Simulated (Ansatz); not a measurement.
Geometry optimisation, RKS B3LYP-D4/6-31G* (Ansatz 0.2.0).

Input:

```yaml
crystal:
  periodic: [false, false, false]
  atoms:
    - { symbol: "N", position_ang: [-0.8194, 1.5772, 0.6009] }
    - { symbol: C, position_ang: [-0.2282, 0.6204, 0.1019] }
    - { symbol: Si, position_ang: [0.1957, -0.8175, 1.1609] }
    - { symbol: B, position_ang: [0.1918, 0.6153, -1.4295] }
    - { symbol: O, position_ang: [0.8294, -0.5333, -2.0381] }
    - { symbol: H, position_ang: [-1.131, 1.6789, 1.5835] }
    - { symbol: H, position_ang: [1.47226, -1.36191, 0.82654] }
    - { symbol: H, position_ang: [0.19544, -0.36639, 2.62036] }
    - { symbol: H, position_ang: [-0.88525, -1.89353, 1.03435] }
    - { symbol: H, position_ang: [-0.19, 1.5203, -2.0843] }
    - { symbol: H, position_ang: [0.1018, -1.146, -2.2901] }
basis:
  gaussian: { orbitals: "6-31G*" }
hamiltonian:
  xc: b3lyp
  dispersion: d4
relax:
  f_tol: 0.015
  max_steps: 40
```

Command:

```bash
$ ansatz run input.yaml --threads 1 --pin off --max-ram 2048MiB --backend cpu --events-out ev --progress --plain --runs-dir out
```

Where does it end, and by what steps?

The run converged. After 12 steps the energy has fallen by 1.362 eV; H11 moved furthest, 0.76 Å.

```csv
step,energy less start (eV),largest force component (eV/Å),accepted
0,0.0000,5.100,yes
1,-0.3593,2.307,yes
2,-0.5743,1.941,yes
3,-0.7405,2.090,yes
4,-0.8867,2.734,yes
5,-1.1874,1.207,yes
6,-1.2736,1.416,yes
7,-1.3273,0.981,yes
8,-1.3539,0.480,yes
9,-1.3588,0.457,yes
10,-1.3620,0.046,yes
11,-1.3621,0.021,yes
12,-1.3622,0.009,yes
```

```xyz
11
Properties=species:S:1:pos:R:3
N -0.679 1.754 0.566
C -0.249 0.613 0.139
Si 0.163 -0.866 1.281
B -0.070 0.476 -1.423
O 0.378 -0.726 -1.871
H -0.770 1.763 1.593
H 1.589 -1.269 1.156
H -0.097 -0.425 2.682
H -0.693 -2.042 0.975
H -0.312 1.375 -2.177
H 0.472 -0.761 -2.834
```

Whether the end is a true minimum wasn't checked by a vibrational analysis.

The run took 96 s on 1 thread of Intel(R) Xeon(R) Platinum 8488C (Sapphire Rapids) (shared host), peak memory 0.2 GiB.
